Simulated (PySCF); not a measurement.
H6Si3, SMILES [SiH2]1[SiH2][SiH2]1. Atoms are numbered in the order given.

```xyz
9

Si     1.3493     0.0000     0.0000
H      2.1661     0.0000     1.2472
H      2.1661     0.0000    -1.2472
Si    -0.6746     1.1685     0.0000
H     -1.0831     1.8759     1.2472
H     -1.0831     1.8759    -1.2472
Si    -0.6746    -1.1685     0.0000
H     -1.0831    -1.8759     1.2472
H     -1.0831    -1.8759    -1.2472
```

Geometry optimised at PBE0-D3(BJ)/def2-SVP.

All values below come from PBE/def2-TZVPD (PySCF).

The molecule is in vacuum.

total energy: -871.60632 hartree
point group: D3h
highest occupied level: -5.97 eV
lowest empty level: -2.05 eV
orbital gap: 3.93 eV
dipole moment: 0.00 D
quadrupole, principal values (traceless, Buckingham form, about the centre of nuclear charge): -0.24, -0.24, 0.47 D·Å
mean static polarisability: 99.0 bohr³ (14.67 Å³)
polarisability, principal values: 80.3, 108.4, 108.4 bohr³
